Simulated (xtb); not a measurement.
dimethyl telluride (C₂H₆Te), singlet, from a rough starting geometry; GFN2-xTB in xtb 6.7.1.

Here is a job for xtb.
```
$ xtb mol.xyz --gfn 2 --opt vtight --json

# file mol.xyz
9

C      1.59609869    -0.11190473    -0.04148457
Te     0.05712749     0.71541455    -1.31675847
C     -1.57299376     0.10302234    -0.01236012
H      2.07374427    -1.00602609    -0.38935880
H      2.35619698     0.72457444     0.22038908
H      1.17329998    -0.37287514     0.97705421
H     -1.21864353    -0.56102845     0.75325636
H     -2.29585773    -0.44299005    -0.61719019
H     -2.07290705     0.97015522     0.41394383
```

The log (banner, timings and long lists left out):

```
   ID    Z sym.   atoms
    1    6 C      1, 3
    2   52 Te     2
    3    1 H      4-9

           -------------------------------------------------
          |                Calculation Setup                |
           -------------------------------------------------

           -------------------------------------------------
          |                 G F N 2 - x T B                 |
           -------------------------------------------------

          ...................................................
          :                      SETUP                      :
          :.................................................:
          :  # basis functions                  24          :
          :  # atomic orbitals                  23          :
          :  # shells                           13          :
          :  # electrons                        20          :
          :  max. iterations                   250          :
          :  Hamiltonian                  GFN2-xTB          :
          :  restarted?                      false          :
          :  GBSA solvation                  false          :
          :  PC potential                    false          :
          :  electronic temp.          300.0000000     K    :
          :  accuracy                    1.0000000          :
          :  -> integral cutoff          0.2500000E+02      :
          :  -> integral neglect         0.1000000E-07      :
          :  -> SCF convergence          0.1000000E-05 Eh   :
          :  -> wf. convergence          0.1000000E-03 e    :
          :  Broyden damping             0.4000000          :
          :  net charge                          0          :
          :  unpaired electrons                  0          :
          ...................................................

 iter      E             dE          RMSdq      gap      omega  full diag
   1    -10.4664988 -0.104665E+02  0.886E+00    4.10       0.0  T
   2    -10.4628392  0.365965E-02  0.899E+00    3.76       1.0  T
   3    -10.4920717 -0.292325E-01  0.542E+00    3.99       1.0  T
   4    -10.4910456  0.102611E-02  0.148E+00    4.04       1.0  T
   5    -10.4928078 -0.176227E-02  0.207E-01    4.11       1.0  T
   6    -10.4928162 -0.839758E-05  0.140E-01    4.11       1.0  T
   7    -10.4928273 -0.110624E-04  0.307E-02    4.11       1.1  T
   8    -10.4928290 -0.172968E-05  0.133E-02    4.11       2.5  T
   9    -10.4928291 -0.481953E-07  0.299E-03    4.11      11.1  T
  10    -10.4928291  0.606578E-09  0.179E-03    4.11      18.6  T
  11    -10.4928291 -0.316199E-08  0.446E-04    4.11      74.7  T
  12    -10.4928291 -0.200378E-09  0.796E-05    4.11     418.6  T

   *** convergence criteria satisfied after 12 iterations ***

         :::::::::::::::::::::::::::::::::::::::::::::::::::::
         ::                     SUMMARY                     ::
         :::::::::::::::::::::::::::::::::::::::::::::::::::::
         :: total energy             -10.388633535739 Eh    ::
         :: gradient norm              0.074045478857 Eh/a0 ::
         :: HOMO-LUMO gap              4.111691721053 eV    ::
         ::.................................................::
         :: SCC energy               -10.492827546915 Eh    ::
         :: -> isotropic ES            0.002597430694 Eh    ::
         :: -> anisotropic ES          0.002998761088 Eh    ::
         :: -> anisotropic XC          0.003152793239 Eh    ::
         :: -> dispersion             -0.004408644570 Eh    ::
         :: repulsion energy           0.104194011176 Eh    ::
         :: add. restraining           0.000000000000 Eh    ::
         :: total charge              -0.000000000000 e     ::
         :::::::::::::::::::::::::::::::::::::::::::::::::::::

      -----------------------------------------------------------
     |                   =====================                   |
     |                        A N C O P T                        |
[...]
 * total energy  :   -10.3975469 Eh     change       -0.3299224E-04 Eh
 * total energy  :   -10.3975719 Eh     change       -0.2499646E-04 Eh
 * total energy  :   -10.3975886 Eh     change       -0.1673185E-04 Eh
 * total energy  :   -10.3976146 Eh     change       -0.2597003E-04 Eh
 * total energy  :   -10.3976150 Eh     change       -0.4248672E-06 Eh
 * total energy  :   -10.3976228 Eh     change       -0.7767148E-05 Eh
 * total energy  :   -10.3976240 Eh     change       -0.1195581E-05 Eh
 * total energy  :   -10.3976257 Eh     change       -0.1702935E-05 Eh
 * total energy  :   -10.3976263 Eh     change       -0.6106145E-06 Eh
 * total energy  :   -10.3976266 Eh     change       -0.2970449E-06 Eh
 * total energy  :   -10.3976267 Eh     change       -0.1004895E-06 Eh
 * total energy  :   -10.3976268 Eh     change       -0.7692561E-07 Eh
   *** GEOMETRY OPTIMIZATION CONVERGED AFTER 40 ITERATIONS ***
         :: total energy             -10.397626776843 Eh    ::
[...]
         7        2.0000           -0.4752262             -12.9316
         8        2.0000           -0.4307158             -11.7204
         9        2.0000           -0.4202669             -11.4360
        10        2.0000           -0.3487060              -9.4888 (HOMO)
        11                         -0.1948037              -5.3009 (LUMO)
        12                         -0.1461636              -3.9773
        13                          0.0434920               1.1835
        14                          0.0439660               1.1964
        15                          0.1176684               3.2019
        16                          0.1402296               3.8158
        17                          0.1687420               4.5917
        18                          0.1889393               5.1413
        19                          0.2139298               5.8213
        20                          0.2291064               6.2343
        21                          0.2415332               6.5725
       ...                                ...                  ...
        23                          0.6146207              16.7247
      -------------------------------------------------------------
                  HL-Gap            0.1539023 Eh            4.1879 eV
             Fermi-level           -0.2717548 Eh           -7.3948 eV

     #   Z          covCN         q      C6AA      α(0)
     1   6 C        3.667    -0.118    23.039     6.882
     2  52 Te       1.785     0.044   418.078    37.795
     3   6 C        3.668    -0.118    23.039     6.882
     4   1 H        0.926     0.033     2.538     2.491
     5   1 H        0.926     0.029     2.597     2.520
     6   1 H        0.926     0.033     2.537     2.491
     7   1 H        0.926     0.033     2.538     2.491
     8   1 H        0.926     0.029     2.597     2.520
     9   1 H        0.926     0.033     2.537     2.491

 Mol. C6AA /au·bohr⁶  :       1556.401892
 Mol. C8AA /au·bohr⁸  :      83972.871989
 Mol. α(0) /au        :         66.563923

Wiberg/Mayer (AO) data.
largest (>0.10) Wiberg bond orders for each atom

 ---------------------------------------------------------------------------
     #   Z sym  total        # sym  WBO       # sym  WBO       # sym  WBO
 ---------------------------------------------------------------------------
     1   6 C    3.990 --     5 H    0.998     4 H    0.994     6 H    0.994
                             2 Te   0.986
     2  52 Te   1.979 --     1 C    0.986     3 C    0.986
     3   6 C    3.990 --     8 H    0.998     7 H    0.994     9 H    0.994
                             2 Te   0.986
     4   1 H    0.999 --     1 C    0.994
     5   1 H    0.999 --     1 C    0.998
     6   1 H    0.999 --     1 C    0.994
     7   1 H    0.999 --     3 C    0.994
     8   1 H    0.999 --     3 C    0.998
     9   1 H    0.999 --     3 C    0.994
 ---------------------------------------------------------------------------

Topologies differ in total number of bonds
Writing topology from bond orders to xtbtopo.mol

molecular dipole:
                 x           y           z       tot (Debye)
 q only:        0.001       0.011      -0.019
   full:       -0.018      -0.220       0.396       1.152
molecular quadrupole (traceless):
                xx          xy          yy          xz          yz          zz
 q only:       -0.156       0.011      -0.006      -0.013      -0.134       0.162
  q+dip:        1.125      -0.069       0.460       0.146       1.647      -1.585
   full:        3.254      -0.289      -1.633       0.080      -0.022      -1.621

optimized geometry written to: xtbopt.xyz

           -------------------------------------------------
          | TOTAL ENERGY              -10.397626776843 Eh   |
          | GRADIENT NORM               0.000100101607 Eh/α |
          | HOMO-LUMO GAP               4.187894126992 eV   |
           -------------------------------------------------

normal termination of xtb
```
